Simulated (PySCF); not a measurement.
## Name the molecule from its bond curve

A diatomic of charge 0 contains Cs. Its triplet curve at CAM-B3LYP in a double-zeta basis (scalar-relativistic core potentials, PySCF), in eV from the separated fragments:

R (Å), E (eV) and a bar:
```
    2.738     -0.479 ##############################
    2.866     -0.656 #############
    2.993     -0.753 ####
    3.088     -0.788 #
    3.184     -0.798 
    3.280     -0.788 #
    3.407     -0.754 ####
    3.566     -0.690 ##########
    3.757     -0.599 ###################
    4.012     -0.477 ##############################
```

The fit gives ωe = 238 cm⁻¹ and the rotational constant Bₑ = 0.1640 cm⁻¹.

**Question.** Which atom is the partner?

**Answer.** The minimum lies at 3.180 Å, so the reduced mass is 16.8576 u Å² cm⁻¹/(Bₑ·Re²) = 10.16 u. With Cs at 132.91 u the partner weighs about 11.0 u: B. The molecule is CsB.

Spin–orbit coupling is left out. The state is the lowest determinant that a PBE0 search found; another state may lie lower at other levels.
